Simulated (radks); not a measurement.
The numbers below are computed, except where a source is named.
Q: Isoelectronic series with 29 electrons, all held in the configuration [Ar] 3d10 4s1, which need not be the ground one along the series. Code: a radial shooting solver on a logarithmic mesh with Libxc functionals. Model: scalar-relativistic Kohn-Sham, LDA (Slater exchange, Perdew-Wang correlation), spin-polarised, spherical densities, point nucleus; open shells are filled with parallel spins first (spin-orbit coupling, left out, can overturn this in heavy ions). Total energies (hartree) and mean radii <r> (bohr) (* marks an orbital that is empty in some or all of the ions):

| ion | E (hartree) | 4s down* | 4s up | 3d down | 3d up | 3p up |
|---|---|---|---|---|---|---|
| Cu | -1652.27081 | 2.928 | 2.870 | 1.035 | 1.059 | 0.7506 |
| Zn+ | -1792.95574 | 2.388 | 2.369 | 0.8910 | 0.9034 | 0.7149 |
| Ga2+ | -1940.12780 | 2.065 | 2.057 | 0.7945 | 0.8022 | 0.6803 |
| Ge3+ | -2093.76178 | 1.839 | 1.836 | 0.7223 | 0.7276 | 0.6475 |
| As4+ | -2253.85129 | 1.668 | 1.666 | 0.6650 | 0.6689 | 0.6169 |
| Se5+ | -2420.40030 | 1.531 | 1.531 | 0.6178 | 0.6208 | 0.5886 |
| Br6+ | -2593.41926 | 1.419 | 1.419 | 0.5780 | 0.5803 | 0.5624 |
| Kr7+ | -2772.92303 | 1.324 | 1.325 | 0.5437 | 0.5456 | 0.5382 |
| Sr9+ | -3151.46005 | 1.171 | 1.172 | 0.4872 | 0.4885 | 0.4951 |

Estimate the row of Rb8+.

A: E (hartree) -2958.92973; 4s down* 1.242; 4s up 1.243; 3d down 0.5137; 3d up 0.5152; 3p up 0.5158.
